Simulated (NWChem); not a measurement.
The numbers come from NWChem runs, not from measurements. System: CHF, charge 0, spin multiplicity 1, at a geometry optimised with B3LYP/def2-SVP. The structure started from a generated list of species. Level: MP2/def2-TZVP, 2 core orbitals frozen.

The NWChem input:

```
start mol
memory heap 200 mb stack 900 mb global 1100 mb
geometry units angstroms nocenter noautoz
  C      0.560614    -0.452685     0.000000
  F     -0.526559     0.264219     0.000000
  H      1.375343     0.338134     0.000000
  symmetry group Cs
end
basis spherical
  * library def2-tzvp
end
scf
  rhf
  nopen 0
  maxiter 100
  thresh 1e-7
  semidirect memsize 60000000 filesize 0
end
mp2
  freeze core 2
end
task mp2 energy
```

Part of the output:

```
             Northwest Computational Chemistry Package (NWChem) 7.3.0
             --------------------------------------------------------

                                NWChem Input Module
                                -------------------

 Scaling coordinates for geometry "geometry" by  1.889725989
 (inverse scale =  0.529177249)

 Turning off AUTOSYM since
 SYMMETRY directive was detected!

                             Geometry "geometry" -> ""
                             -------------------------

 Output coordinates in angstroms (scale by  1.889725989 to convert to a.u.)

  No.       Tag          Charge          X              Y              Z
 ---- ---------------- ---------- -------------- -------------- --------------
    1 C                    6.0000     0.56061400    -0.45268500     0.00000000
    2 F                    9.0000    -0.52655900     0.26421900     0.00000000
    3 H                    1.0000     1.37534300     0.33813400     0.00000000

 Effective nuclear repulsion energy (a.u.)      27.2415741339

            Nuclear Dipole moment (a.u.)
            ----------------------------
        X                 Y               Z
 ---------------- ---------------- ----------------
    -0.0000075589    -0.0000094486     0.0000000000

      Symmetry information
      --------------------

 Group name             Cs
 Group number              2
 Group order               2
 No. of unique centers     3

      Symmetry unique atoms

     1    2    3


 Summary of "ao basis" -> "" (spherical)
 ------------------------------------------------------------------------------
       Tag                 Description            Shells   Functions and Types
 ---------------- ------------------------------  ------  ---------------------
 *                         def2-tzvp                  on all atoms

 Summary of "ao basis" -> "ao basis" (spherical)
 ------------------------------------------------------------------------------
       Tag                 Description            Shells   Functions and Types
 ---------------- ------------------------------  ------  ---------------------
 C                         def2-tzvp                11       31   5s3p2d1f
 F                         def2-tzvp                11       31   5s3p2d1f
 H                         def2-tzvp                 4        6   3s1p

                                 NWChem SCF Module
                                 -----------------

  ao basis        = "ao basis"
  functions       =    68
  atoms           =     3
  closed shells   =     8
  open shells     =     0
  charge          =   0.00
  wavefunction    = RHF
  use symmetry    = T
  symmetry adapt  = T

 Summary of "ao basis" -> "ao basis" (spherical)
 ------------------------------------------------------------------------------
       Tag                 Description            Shells   Functions and Types
 ---------------- ------------------------------  ------  ---------------------
 C                         def2-tzvp                11       31   5s3p2d1f
 F                         def2-tzvp                11       31   5s3p2d1f
 H                         def2-tzvp                 4        6   3s1p

      Symmetry analysis of basis
      --------------------------

        a'         47
        a"         21

 Forming initial guess at       0.0s

      Superposition of Atomic Density Guess
      -------------------------------------

 Sum of atomic energies:        -137.58921577

      Non-variational initial energy
[...]
   Bfn.  Coefficient  Atom+Function         Bfn.  Coefficient  Atom+Function
  ----- ------------  ---------------      ----- ------------  ---------------
    14      0.667777  1 C  pz                 8      0.323304  1 C  pz
    11      0.298041  1 C  pz                45     -0.261369  2 F  pz
    39     -0.172803  2 F  pz

 Vector   10  Occ=0.000000D+00  E= 1.781065D-01  Symmetry=a'
              MO Center=  1.4D+00,  5.8D-01,  1.0D-14, r^2= 3.5D+00
   Bfn.  Coefficient  Atom+Function         Bfn.  Coefficient  Atom+Function
  ----- ------------  ---------------      ----- ------------  ---------------
    65      2.704419  3 H  s                  5     -1.109803  1 C  s
    12     -0.921246  1 C  px                13     -0.589656  1 C  py
    64     -0.400730  3 H  s                 36     -0.363628  2 F  s
     4     -0.240520  1 C  s                  6     -0.155558  1 C  px

 Vector   11  Occ=0.000000D+00  E= 2.170722D-01  Symmetry=a'
              MO Center=  5.8D-01, -2.7D-01,  2.5D-17, r^2= 4.7D+00
   Bfn.  Coefficient  Atom+Function         Bfn.  Coefficient  Atom+Function
  ----- ------------  ---------------      ----- ------------  ---------------
     5      1.784034  1 C  s                 36     -1.704507  2 F  s
    65     -1.088416  3 H  s                 12     -0.993839  1 C  px
    13      0.992994  1 C  py                43     -0.441755  2 F  px
     9     -0.307635  1 C  px                 4      0.297156  1 C  s
    44      0.298309  2 F  py                64      0.251011  3 H  s

 center of mass
 --------------
 x =  -0.11160827 y =  -0.00423345 z =   0.00000000

 moments of inertia (a.u.)
 ------------------
          13.928805546336          18.655641493350           0.000000000000
          18.655641493350          38.688066874802           0.000000000000
           0.000000000000           0.000000000000          52.616872421138

  Mulliken analysis of the total density
  --------------------------------------

    Atom       Charge   Shell Charges
 -----------   ------   -------------------------------------------------------
    1 C    6     5.91   0.86  1.12  0.61  0.83  0.30  0.92  0.93  0.22  0.03  0.08  0.01
    2 F    9     9.19   0.77  1.20  0.60  1.02  0.33  2.24  2.26  0.76  0.00  0.02  0.00
    3 H    1     0.90   0.26  0.50  0.12  0.02

       Multipole analysis of the density wrt the origin
       ------------------------------------------------

     L   x y z        total         open         nuclear
     -   - - -        -----         ----         -------
     0   0 0 0     -0.000000      0.000000     16.000000

     1   1 0 0      0.362828      0.000000     -0.000008
     1   0 1 0      0.488046      0.000000     -0.000009
     1   0 0 1     -0.000000      0.000000      0.000000

     2   2 0 0     -8.007880      0.000000     22.400130
     2   1 1 0      0.869637      0.000000     -8.248377
     2   1 0 1      0.000000      0.000000      0.000000
     2   0 2 0    -10.278091      0.000000      7.042789
     2   0 1 1      0.000000      0.000000      0.000000
     2   0 0 2     -7.595083      0.000000      0.000000

                   NWChem MP2 Semi-direct Energy/Gradient Module
                   ---------------------------------------------

  Basis functions       =     68
  Molecular orbitals    =     68
  Frozen core           =      2
  Frozen virtuals       =      0
  Active alpha occupied =      6
  Active beta occupied  =      6
  Active alpha virtual  =     60
  Active beta virtual   =     60
  Use MO symmetry       = T
  Use skeleton AO sym   = T

  AO/Fock/Back tols     =   1.0D-09  1.0D-09  1.0D-09

 GA uses MA = F    GA memory limited = T

 Available:
  local mem=  1.26D+08
 global mem=  1.44D+08
 local disk=  0.00D+00
  mp2_memr nvloc                    60
  nvloc new                    60
   1 passes of   6:        4194304                      27425                   2877039.
   1 passes of   6: M    126153219           G      144169952           F     121958915.

 Semi-direct pass number   1 of   1  for RHF alpha+beta  at        0.5s
  vrange nnbf                  2344
  mp2_eaftype                    10  avail_ma_in_mb                  1099
 EAF : mp2_eaftype filesize          10    1438520.
  mp2_eaf for mointskh                     10
Node 0 wrote      6.8 Mb in      0.0 s     Agg I/O rate:  1842.5 Mb/s
 Done moints_semi at        1.2s
  mp2_eaftype                    10  avail_ma_in_mb                  1089
 EAF : mp2_eaftype filesize          10    1438520.
  mp2_eaf for kh                    10
 Done maket at        1.2s
 Done multipass loop at        1.2s

          -------------------------------------------
          SCF energy                -137.817926594863
          Correlation energy          -0.381867743402
          Singlet pairs               -0.244742486127
          Triplet pairs               -0.137125257275
          Total MP2 energy          -138.199794338265
          -------------------------------------------

          ---------------------------------------------------
                    Spin Component Scaled (SCS) MP2
          Same spin pairs                     -0.091416838184
          Same spin scaling factor             0.333333333333
          Opposite spin pairs                 -0.290450905218
          Opposite spin scaling fact.          1.200000000000
          SCS-MP2 correlation energy          -0.379013365657
          Total SCS-MP2 energy              -138.196939960520
          ---------------------------------------------------

 -----------------------
 Performance information
 -----------------------

 Timer overhead =  1.57D-07 seconds/call

               Nr. of calls         CPU time (s)                 Wall time (s)                GFlops
             ---------------    -------------------     ------------------------------   -------------------
Name         Min   Avg   Max    Min     Avg     Max     Min     Avg     Max   Mx/calls   Min     Max     Sum
mp2: moin     1     1     1   0.61    0.61    0.61     0.61    0.61    0.61    0.61      0.0     0.0     0.0
mp2: make     1     1     1   4.23E-2 4.23E-2 4.23E-2  4.23E-2 4.23E-2 4.23E-2 4.23E-2   0.0     0.0     0.0
mp2: tota     1     1     1   0.68    0.68    0.68     0.68    0.68    0.68    0.68      0.0     0.0     0.0

 The average no. of pstat calls per process was 3.00D+00
 with a timing overhead of 4.70D-07s

 Task  times  cpu:        1.2s     wall:        1.2s

 Total times  cpu:        1.2s     wall:        1.2s
```
